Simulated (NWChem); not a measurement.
All runs are NWChem calculations. System: C$_{2}$H$_{2}$F, charge 0, spin multiplicity 2, at a geometry optimised with UB3LYP/def2-SVP. The structure started from a generated list of species. Its SCF solution wasn't tested for a lower state. Level: ROCCSD(T)/def2-SVP, 3 core orbitals frozen.

Input file:

```
start mol
memory heap 100 mb stack 700 mb global 1900 mb
geometry units angstroms nocenter noautoz
  C     -0.883982    -0.911918     0.000000
  C      0.293996    -0.332614     0.000000
  F      0.471383     1.004750     0.000000
  H     -1.949547    -0.700952     0.000000
  H      1.247015    -0.874606     0.000000
  symmetry group Cs
end
basis spherical
  * library def2-svp
end
scf
  rohf
  nopen 1
  maxiter 100
  thresh 1e-7
  semidirect memsize 60000000 filesize 0
  # guess.movecs holds the orbitals of an unrestricted PBE0 run
  vectors input guess.movecs output mol.movecs
end
tce
  freeze core 3
  ccsd(t)
  2eorb
  2emet 13
  thresh 1e-6
  maxiter 100
  tilesize 24
end
task tce energy
```

NWChem printed:

```
             Northwest Computational Chemistry Package (NWChem) 7.3.0
             --------------------------------------------------------

                                NWChem Input Module
                                -------------------

 Scaling coordinates for geometry "geometry" by  1.889725989
 (inverse scale =  0.529177249)

 Turning off AUTOSYM since
 SYMMETRY directive was detected!

                             Geometry "geometry" -> ""
                             -------------------------

 Output coordinates in angstroms (scale by  1.889725989 to convert to a.u.)

  No.       Tag          Charge          X              Y              Z
 ---- ---------------- ---------- -------------- -------------- --------------
    1 C                    6.0000    -0.88398200    -0.91191800     0.00000000
    2 C                    6.0000     0.29399600    -0.33261400     0.00000000
    3 F                    9.0000     0.47138300     1.00475000     0.00000000
    4 H                    1.0000    -1.94954700    -0.70095200     0.00000000
    5 H                    1.0000     1.24701500    -0.87460600     0.00000000

 Effective nuclear repulsion energy (a.u.)      60.6878410858

            Nuclear Dipole moment (a.u.)
            ----------------------------
        X                 Y               Z
 ---------------- ---------------- ----------------
    -0.0000018897     0.0000000000     0.0000000000

      Symmetry information
      --------------------

 Group name             Cs
 Group number              2
 Group order               2
 No. of unique centers     5

      Symmetry unique atoms

     1    2    3    4    5


 Summary of "ao basis" -> "" (spherical)
 ------------------------------------------------------------------------------
       Tag                 Description            Shells   Functions and Types
 ---------------- ------------------------------  ------  ---------------------
 *                          def2-svp                  on all atoms

 Summary of "ao basis" -> "ao basis" (spherical)
 ------------------------------------------------------------------------------
[...]
 nacto:                         0
 nrotv:                         0
 nrot:                          0

            Memory Information
            ------------------
          Available GA space size is     249031392 doubles
          Available MA space size is     104855084 doubles

 Maximum block size supplied by input
 Maximum block size        24 doubles

 tile_dim =     14

 -------------------------------------------------
   1    alpha     a'     6 doubles       0       1
   2    alpha     a'     1 doubles       6       2
   3    alpha     a"     2 doubles       7       3
   4    beta      a'     6 doubles       9       4
   5    beta      a"     2 doubles      15       5
   6    alpha     a'    14 doubles      17       6
   7    alpha     a'    14 doubles      31       7
   8    alpha     a"    12 doubles      45       8
   9    beta      a'     1 doubles      57       9
  10    beta      a'    14 doubles      58      10
  11    beta      a'    14 doubles      72      11
  12    beta      a"    12 doubles      86      12

 Global array virtual files algorithm will be used

 Parallel file system coherency ......... OK

 4-electron integrals stored in orbital form

 v2    file size   =           727003
 4-index algorithm nr.  13 is used
 imaxsize =       30
 imaxsize ichop =        0


CCSD iterations
 ---------------------------------------------------------
 Iter          Residuum       Correlation     Cpu    Wall
 ---------------------------------------------------------
    1   0.1655226651605  -0.4244597310602     0.2     0.2
    2   0.0462767220116  -0.4369652494154     0.2     0.2
    3   0.0193617574285  -0.4443405229078     0.2     0.2
    4   0.0098257799981  -0.4461774853781     0.2     0.2
    5   0.0061061016934  -0.4470301962073     0.2     0.2
    6   0.0029520331746  -0.4477309144803     0.2     0.2
    7   0.0018159212884  -0.4478012107303     0.2     0.2
    8   0.0014072691447  -0.4477848890750     0.2     0.2
    9   0.0012180441569  -0.4478310148552     0.2     0.2
   10   0.0012027255591  -0.4478313888818     0.2     0.2
   11   0.0002465637331  -0.4478845481233     0.2     0.2
   12   0.0001289957229  -0.4478786160883     0.2     0.2
   13   0.0000794575010  -0.4478787819617     0.2     0.2
   14   0.0000539835523  -0.4478774695648     0.2     0.2
   15   0.0000377543604  -0.4478770306231     0.2     0.2
   16   0.0000177858483  -0.4478760034260     0.2     0.2
   17   0.0000111610968  -0.4478760042217     0.2     0.2
   18   0.0000083170492  -0.4478761870386     0.2     0.2
   19   0.0000069009190  -0.4478764502889     0.2     0.2
   20   0.0000062944421  -0.4478765143763     0.2     0.2
   21   0.0000017504746  -0.4478769289450     0.2     0.2
   22   0.0000009338127  -0.4478768305793     0.3     0.3
 -----------------------------------------------------------------
 Iterations converged
 CCSD correlation energy / hartree =        -0.447876830579251
 CCSD total energy / hartree       =      -176.536782395687339

 Singles contributions

 Doubles contributions
    13a"  (alpha)    13a"  (beta ) ---    11a"  (alpha)    11a"  (beta )       -0.1304514097
 CCSD(T)
 Using plain CCSD(T) code
             total no. of tasks          373
 total no. of tasks / no. procs          373
                         wl_min           24           1.7
                         wl_max       592704           9.2
        thresh for no. of tasks          373

 CCSD[T]  correction energy / hartree =        -0.013621362943971
 CCSD[T] correlation energy / hartree =        -0.461498193523221
 CCSD[T] total energy / hartree       =      -176.550403758631319
 CCSD(T)  correction energy / hartree =        -0.012590437470346
 CCSD(T) correlation energy / hartree =        -0.460467268049597
 CCSD(T) total energy / hartree       =      -176.549372833157690

 Task  times  cpu:       10.3s     wall:       10.3s

 Total times  cpu:       10.3s     wall:       10.3s
```
